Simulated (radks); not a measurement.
Ag IV, configuration [Kr] 4d8.

Calculated with a radial shooting solver on a logarithmic mesh with Libxc functionals: scalar-relativistic Kohn-Sham, SCAN, spin-polarised, spherical densities, finite nucleus; open shells are filled with parallel spins first (spin-orbit coupling, left out, can overturn this in heavy ions); meta-GGA in the generalised Kohn-Sham scheme; Fermi nuclear charge, rms radius 4.5454 fm.

Energy parts (eV):
part                       energy
total                 -144618.719
kinetic                150248.929
electron-nucleus      -347856.558
Hartree                 57038.199
exchange-correlation    -4049.288

Orbitals (lengths in bohr, moments of r in powers of bohr; <r^-3> diverges for s and p1/2):
orbital  occ.  eigenvalue (eV)  <r^-3>      <r^4>     <r^2>  <1/r>
1s up       1        -25418.79       -  4.459e-06  0.001309  49.43
1s down     1        -25418.78       -  4.459e-06  0.001309  49.43
2s up       1        -3791.898       -  0.0007911   0.02144  11.25
2s down     1        -3791.445       -  0.0007910   0.02144  11.25
2p up       3        -3401.759    3779  0.0005688   0.01692  10.85
2p down     3        -3401.390    3779  0.0005687   0.01691  10.85
3s up       1        -733.6847       -    0.03664    0.1546  3.958
3s down     1        -733.4978       -    0.03661    0.1545  3.957
3p up       3        -604.3980   677.8    0.03939    0.1564  3.764
3p down     3        -604.1513   677.4    0.03934    0.1564  3.763
3d up       5        -401.5550   92.21    0.03807    0.1424  3.531
3d down     5        -401.1069   92.17    0.03798    0.1423  3.530
4s up       1        -137.6600       -      1.299    0.9341  1.510
4s down     1        -135.5283       -      1.295    0.9318  1.514
4p up       3         -99.8084   111.9      1.921     1.114  1.367
4p down     3         -97.6099   112.5      1.926     1.114  1.369
4d up       5         -44.9182   10.15      5.789     1.809  1.068
4d down     3         -42.8176   10.07      6.116     1.846  1.063

The highest occupied level is 4d down at -42.818 eV. The spin density at the nucleus is -1.812 e/bohr^3 (1s -0.089, 2s -0.867, 3s 0.827, 4s -1.684). The density falls to 0.001 e/bohr^3 at r = 3.06 bohr. Summed over all electrons, <r^2> = 25.95 bohr^2, which gives a Langevin (diamagnetic) susceptibility term of -20.6 x 10^-6 cm^3/mol.
